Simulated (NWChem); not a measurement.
**Correlation energy of diarsenic (As2)**

SMILES: [As]#[As]
```xyz
2

As     0.0000     0.0000     1.0456
As     0.0000     0.0000    -1.0456
```
Charge 0, spin multiplicity 1.

Program: NWChem. All single points use one geometry, from PBE0/def2-SVP, a minimum by its harmonic frequencies.

Basis set: def2-TZVP. Each correlation energy counts from its own Hartree-Fock reference.

The Hamiltonian is non-relativistic. The correlated methods keep 18 core orbitals frozen. Coupled-cluster values serve here as a point of comparison, not as the truth.

**Question.** One of these methods gave a correlation energy of -510.9 mHa. Which?
A) CR-CCSD[T]
B) CCSD
C) MP2
D) SCS-MP2

**Answer.** C, MP2. The others give -473.6 (SCS-MP2), -524.7 (CR-CCSD[T]), -503.3 (CCSD).
